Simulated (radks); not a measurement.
The table gives one normalised radial function P(r) = r R(r) (large component) of Ta3+ in [Xe] 4f14 5d2 (r in bohr). Method: Dirac Kohn-Sham, PBE, spin-unpolarised, spherical densities, finite nucleus; open shells fill j = l - 1/2 first; Fermi nuclear charge, rms radius 5.3507 fm; computed with a radial shooting solver on a logarithmic mesh with Libxc functionals.

r	P
0.001221	0.0014
0.00141	0.0019
0.001641	0.0025
0.001896	0.0032
0.002189	0.0042
0.002528	0.0055
0.00292	0.0072
0.003372	0.0093
0.003895	0.0121
0.004498	0.0156
0.005195	0.0201
0.005999	0.0257
0.006984	0.0332
0.008066	0.0420
0.009315	0.0529
0.01076	0.0661
0.01242	0.0819
0.01435	0.1003
0.01657	0.1215
0.01914	0.1449
0.0221	0.1699
0.02552	0.1950
0.02948	0.2182
0.03432	0.2372
0.03963	0.2459
0.04577	0.2411
0.05286	0.2179
0.06104	0.1725
0.0705	0.1030
0.08142	0.0112
0.09403	-0.0957
0.1086	-0.2043
0.1254	-0.2951
0.146	-0.3466
0.1686	-0.3314
0.1947	-0.2418
0.2249	-0.0824
0.2597	0.1214
0.2999	0.3252
0.3464	0.4747
0.4001	0.5207
0.462	0.4359
0.5336	0.2253
0.6162	-0.0739
0.7174	-0.4212
0.8285	-0.7144
0.9568	-0.9207
1.105	-1.0120
1.276	-0.9868
1.474	-0.8673
1.702	-0.6911
1.966	-0.4991
2.27	-0.3252
2.622	-0.1896
3.052	-0.0938
3.525	-0.0416
4.071	-0.0157
4.701	-0.0049
5.43	-0.0012
6.27	-0.0002

Which n and l does it have? It may be an empty orbital.

Answer. n = 5, l = 1: the number of nodes gives n - l - 1 = 3, the rise at small r points to l (this Dirac orbital starts outside the nucleus as r^gamma with gamma = sqrt((l + 1)^2 - (Z/c)^2) = 1.93; the j = 3/2 orbital of l + 1 starts with the same power, but with a smaller coefficient, and then steepens), and the extent must fit the shell. The curve is that of 5p3/2; the two j differ most near the nucleus, where j = l - 1/2 has the larger amplitude, and in heavy atoms j = l - 1/2 is also the more compact. 5p3/2: eigenvalue -64.386 eV, 3 radial nodes at r = 0.0827, 0.239, 0.596 bohr, <r> = 1.31 bohr, 90 % of the charge inside 1.91 bohr.
